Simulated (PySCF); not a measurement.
CH₇ClFNSi₂, SMILES [SiH3]N[Si@@](F)(Cl)C. Heavy atoms are numbered as in [CH3:1][Si@:2]([F:3])([Cl:4])[NH:5][SiH3:6]. Hydrogens are named by the atom that carries them.

Geometry: PBE0-D3(BJ)/def2-SVP. The structure was generated by enumeration; whether it is a known compound was not checked. The values are those of a single conformer.

Calculation: ωB97X/def2-TZVP (PySCF).

ESP charges are fitted to the potential on shells at 1.4 to 2.0 van der Waals radii. Atomic charges (e), one atom of each kind:

```json
[
 {"atom": "C1 (CH3)", "IAO": "-0.77", "ESP fit": "-0.78", "Löwdin": "-0.43"},
 {"atom": "Si2", "IAO": "1.47", "ESP fit": "0.76", "Löwdin": "-0.27"},
 {"atom": "F3", "IAO": "-0.54", "ESP fit": "-0.28", "Löwdin": "0.00"},
 {"atom": "Cl4", "IAO": "-0.34", "ESP fit": "-0.21", "Löwdin": "0.23"},
 {"atom": "N5 (NH)", "IAO": "-0.97", "ESP fit": "-0.69", "Löwdin": "-0.20"},
 {"atom": "Si6 (SiH3)", "IAO": "0.81", "ESP fit": "0.51", "Löwdin": "0.21"},
 {"atom": "H on C1", "IAO": "0.17", "ESP fit": "0.21", "Löwdin": "0.14"},
 {"atom": "H on N5", "IAO": "0.28", "ESP fit": "0.34", "Löwdin": "0.19"},
 {"atom": "H on Si6", "IAO": "-0.14", "ESP fit": "-0.09", "Löwdin": "-0.04"}
]
```

Computed Mayer and Wiberg (Löwdin basis) orders of the bonds:
```tsv
bond	Mayer	Wiberg
C1–Si2	1.02	1.21
Si2–F3	1.11	1.66
Si2–Cl4	1.15	1.76
Si2–N5	1.16	1.42
N5–Si6	1.05	1.39
```
